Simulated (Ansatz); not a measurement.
Start from `C[Si@H](O)N[Si@@H](O)F` and change one atom or group to get `[OH][GeH2][NH][SiH](O)F`.

Ansatz, PBE0-D4/def2-TZVP geometries, multiplicity 1. Each molecule was computed in one conformer, which needn't be the lowest.

Scalar relativity is left out up to krypton.

| property | `C[Si@H](O)N[Si@@H](O)F` |
| --- | --- |
| size of the dipole moment (PBE/def2-TZVPP) / D | 0.89 |
| HOMO energy (PBE/def2-TZVPP) / eV | -6.63 |
| HOMO–LUMO gap (PBE0/def2-TZVPP) / eV | 8.63 |
| size of the dipole moment (B3LYP/def2-TZVPP) / D | 0.99 |
| HOMO–LUMO gap (B3LYP/def2-TZVPP) / eV | 8.03 |
| HOMO–LUMO gap (PBE/def2-TZVPP) / eV | 6.30 |

Problem. Give the same properties after the change, and the shifts. (An estimate is asked.)

Solution. Ansatz gave: 
| property | `[OH][GeH2][NH][SiH](O)F` | shift |
| --- | --- | --- |
| size of the dipole moment (PBE/def2-TZVPP) / D | 3.84 | 2.95 |
| HOMO energy (PBE/def2-TZVPP) / eV | -6.62 | 0.01 |
| HOMO–LUMO gap (PBE0/def2-TZVPP) / eV | 8.03 | -0.60 |
| size of the dipole moment (B3LYP/def2-TZVPP) / D | 4.01 | 3.02 |
| HOMO–LUMO gap (B3LYP/def2-TZVPP) / eV | 7.47 | -0.56 |
| HOMO–LUMO gap (PBE/def2-TZVPP) / eV | 5.74 | -0.56 |

Dipoles are sizes alone; their direction can turn.

B3LYP here is the variant with VWN-RPA as its local correlation; programs differ in this.
